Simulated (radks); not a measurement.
All-electron atom: Lu3+ in [Xe] 4f12 6s1 6p1 (not the ground configuration).

Method: scalar-relativistic Kohn-Sham, BLYP, spin-unpolarised, spherical densities, finite nucleus; Fermi nuclear charge, rms radius 5.37 fm; computed with a radial shooting solver on a logarithmic mesh with Libxc functionals.

Energy parts (eV):
| part | energy |
|---|---|
| total | -396174.20 |
| kinetic | 432804.46 |
| electron-nucleus | -972706.17 |
| Hartree | 151861.17 |
| exchange-correlation | -8133.65 |

Orbitals (lengths in bohr, moments of r in powers of bohr; <r^-3> diverges for s and p1/2; r(90%) holds 90 % of the orbital's charge):
| orbital | occ. | eigenvalue (eV) | <r> | r(90%) | <r^-3> | <1/r> |
|---|---|---|---|---|---|---|
| 1s | 2 | -63284.13 | 0.01932 | 0.0351 | - | 82.19 |
| 2s | 2 | -10817.65 | 0.08185 | 0.127 | - | 19.18 |
| 2p | 6 | -9525.160 | 0.07292 | 0.119 | 16860 | 17.56 |
| 3s | 2 | -2494.280 | 0.2127 | 0.312 | - | 7.090 |
| 3p | 6 | -2106.311 | 0.2123 | 0.318 | 3697 | 6.588 |
| 3d | 10 | -1639.824 | 0.1925 | 0.299 | 483.3 | 6.236 |
| 4s | 2 | -539.1759 | 0.4768 | 0.685 | - | 3.008 |
| 4p | 6 | -411.4259 | 0.5060 | 0.735 | 850.7 | 2.745 |
| 4d | 10 | -244.6303 | 0.5432 | 0.815 | 94.59 | 2.438 |
| 5s | 2 | -104.4679 | 1.124 | 1.61 | - | 1.186 |
| 5p | 6 | -72.3850 | 1.293 | 1.88 | 127.9 | 1.013 |
| 4f | 12 | -60.3433 | 0.6582 | 1.10 | 15.33 | 1.930 |
| 6s | 1 | -30.1071 | 2.630 | 3.73 | - | 0.4877 |
| 6p | 1 | -22.6307 | 3.119 | 4.43 | 22.35 | 0.4097 |

The highest occupied level is 6p at -22.631 eV. The electron density at the nucleus is 1.177e+06 e/bohr^3 (large components only). Summed over all electrons, <r^2> = 45.82 bohr^2, which gives a Langevin (diamagnetic) susceptibility term of -36.3 x 10^-6 cm^3/mol.
